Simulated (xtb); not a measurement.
C4H5ClSi, SMILES C#C/C=C\[SiH2]Cl. All values are semi-empirical tight-binding results from xtb (GFN2-xTB unless named), good for trends rather than for accurate numbers. Geometry optimised at GFN2-xTB. The structure was generated by enumeration; whether it is a known compound was not checked. The values are those of a single conformer.

Optimised geometry:

```xyz
11

C      2.5590     0.7451    -2.1112
C      2.1101    -0.1062    -1.3912
C      1.6150    -1.1273    -0.5590
C      0.4936    -1.0162     0.1597
Si    -0.5987     0.5132     0.1776
Cl    -2.1544     0.1042     1.4038
H      2.9453     1.4920    -2.7384
H      2.2162    -2.0304    -0.5389
H      0.2024    -1.8642     0.7679
H     -1.1349     0.8035    -1.1508
H      0.1111     1.6705     0.7196
```
Charge 0, spin multiplicity 1.

Computed properties:
The point group as xtb finds it comes out as Cs and the orbital gap is 3.66 eV. The dipole moment is 2.28 D and the zero-point energy comes out as 42.5 kcal/mol. The G − E(el) at 298.15 K (modified RRHO) comes out as 21.8 kcal/mol. The static polarisability (D4 model) is 85.2 bohr³ and the solvation energy, GFN2-xTB/ALPB(water) is -1.6 kcal/mol. The solvation energy, GFN2-xTB/ALPB(methanol) comes out as -6.0 kcal/mol.

Computed atomic charges and the Wiberg bond orders between heavy atoms:
charges (e) C1 -0.10, C2 -0.02, C3 -0.01, C4 -0.13, Si5 0.49, Cl6 -0.27, H7 0.08, H8 0.05, H9 0.04, H10 -0.07, H11 -0.07. Bond orders C1–C2 2.80, C2–C3 1.15, C3–C4 1.85, C4–Si5 0.92, Si5–Cl6 1.07.
